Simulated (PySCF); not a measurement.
# SMILES N[PH2+]c1ccoc1, [C4H7NOP]+, charge +1

Geometry:
```
atom   x (Å)   y (Å)   z (Å)
  N1   2.307  -0.451   0.342
  P2   1.287   0.404  -0.615
  C3  -0.366  -0.094  -0.342
  C4  -1.552   0.723  -0.354
  C5  -2.572  -0.138  -0.100
  O6  -2.097  -1.396   0.062
  C7  -0.784  -1.383  -0.084
  H8   3.280  -0.574   0.072
  H9   2.143  -0.482   1.346
 H10   1.307   1.815  -0.478
 H11   1.769   0.180  -1.923
 H12  -1.632   1.795  -0.522
 H13  -3.647  -0.012  -0.003
 H14  -0.257  -2.329   0.022
```

Total charge +1.

Level of theory: quadratic response CAM-B3LYP/def2-SVPD first hyperpolarisability, Taylor convention, gas phase in PySCF 2.14.0. Geometry: PBE0-D3(BJ)/def2-SVP.

(1) Give β for the processes computed.

(2) Which lowest excitations and polarisabilities go with it?

## Answers

(1) In au, Taylor convention; the vector part is βᵢ = ⅓ Σⱼ (βᵢⱼⱼ + βⱼᵢⱼ + βⱼⱼᵢ):
```
                   process  λ (nm)  β vector norm  β HRS  depolarisation ratio
           static β(0;0,0)       ∞          266.5  102.9                  6.60
second harmonic β(−2ω;ω,ω)    1550          286.2  110.4                  6.67
         Pockels β(−ω;ω,0)    1550          272.8      –                     –
second harmonic β(−2ω;ω,ω)    1064          311.9  120.2                  6.76
         Pockels β(−ω;ω,0)    1064          280.2      –                     –
second harmonic β(−2ω;ω,ω)   694.3          403.9  155.5                  7.10
         Pockels β(−ω;ω,0)   694.3          300.8      –                     –
```

(2) S1 5.35 eV (f = 0.051); S2 6.52 eV (f = 0.035); S3 6.76 eV (f = 0.029); isotropic α 72.6 au static, 73.0 au at 1550 nm, 73.3 au at 1064 nm, 74.0 au at 775 nm, 74.3 au at 694.3 nm, 75.6 au at 532 nm, 80.5 au at 347.1 nm.
